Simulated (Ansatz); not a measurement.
A nudged elastic band was laid between two geometries of BrGeH3 + CH4 (10 atoms, charge 0, multiplicity 1).

All numbers below come from RKS PBE0/def2-SVP (Ansatz 0.2.0).

```
movable images  : 7
climbing image  : yes
spring          : 5.0 eV/Å²
optimiser       : quadratic models (default)
start path      : through a guess of the saddle point
force threshold : 0.05 eV/Å
iteration limit : 60
end points      : relaxed
```

Initial state:

```xyz
10
Properties=species:S:1:pos:R:3
Ge -0.508 -2.239 -0.029
Br 1.781 -1.906 0.083
H -0.820 -2.784 -1.430
H -0.878 -3.250 1.064
H -1.175 -0.878 0.209
H 0.909 1.285 0.083
C 0.320 2.210 0.021
H -0.448 2.213 0.806
H -0.163 2.274 -0.964
H 0.983 3.075 0.158
```

Final state:

```xyz
10
Properties=species:S:1:pos:R:3
Ge -0.928 -0.587 -0.141
Br 3.243 -0.918 0.317
H -0.604 -1.271 -1.481
H -0.191 -1.365 0.978
H -2.439 -0.701 0.131
H 1.967 -1.346 0.787
C -0.347 1.274 -0.146
H -0.613 1.762 0.803
H -0.831 1.821 -0.968
H 0.743 1.331 -0.279
```

Question: What changes between the two ends?

Answer: Bonds broken: Ge1–Br2, H6–C7. Bonds formed: Ge1–C7, Br2–H6. BrGeH3 + CH4 becomes BrH + CH6Ge.

Question: What energy profile does the band end with?

Answer: The run converged. The highest image is number 4 of 0 to 8, 257.6 kJ/mol above the first end and 164.1 kJ/mol above the last; the last end lies 93.4 kJ/mol above the first. A vibrational analysis at the climbing image gives one clearly imaginary mode, 545i cm⁻¹: a first-order saddle point. The orbitals stay closed-shell, which can raise the energy where a bond breaks towards radicals; this wasn't checked here.

```
image  path coordinate (Å)  energy (kJ/mol)  Ge1–Br2 (Å)  H6–C7 (Å)  Ge1–C7 (Å)
    0                 0.00              0.0         2.32       1.10        4.53
    1                 0.98              2.9         2.32       1.10        3.94
    2                 1.96             35.6         2.34       1.09        3.37
    3                 2.94            145.7         2.48       1.10        2.82
    4                 3.92            257.6         2.92       1.24        2.26
    5                 4.76            147.0         3.26       1.92        2.01
    6                 5.61            104.4         3.87       2.55        1.96
    7                 6.45             97.1         4.19       3.08        1.95
    8                 7.30             93.4         4.21       3.62        1.95
```

Question: What is the geometry of the highest image?

Answer: 
```xyz
10
Properties=species:S:1:pos:R:3:forces:R:3
Ge -0.596 -1.000 -0.049 0.00 0.03 -0.01
Br 2.317 -1.153 0.039 -0.02 0.00 0.00
H -0.336 -1.638 -1.408 0.00 0.01 0.02
H -0.418 -1.741 1.271 0.01 0.01 -0.01
H -2.022 -0.373 -0.067 0.01 -0.02 0.00
H 0.887 0.206 0.044 0.02 -0.04 -0.01
C 0.087 1.153 0.038 -0.03 0.00 0.00
H -0.502 1.379 0.935 0.02 0.00 0.00
H -0.435 1.423 -0.889 0.02 -0.01 0.00
H 1.019 1.745 0.084 -0.02 0.02 0.00
```

Question: What are the harmonic wavenumbers there?

Answer: 545i, 170, 203, 244, 257, 384, 537, 553, 663, 775, 864, 916, 1021, 1215, 1269, 1338, 1413, 1639, 2072, 2213, 2252, 3058, 3169, 3227 cm⁻¹.

The run took 2.9 min on 2 threads of Intel(R) Xeon(R) Platinum 8488C (Sapphire Rapids), with other jobs on the host, peak memory 0.31 GiB.
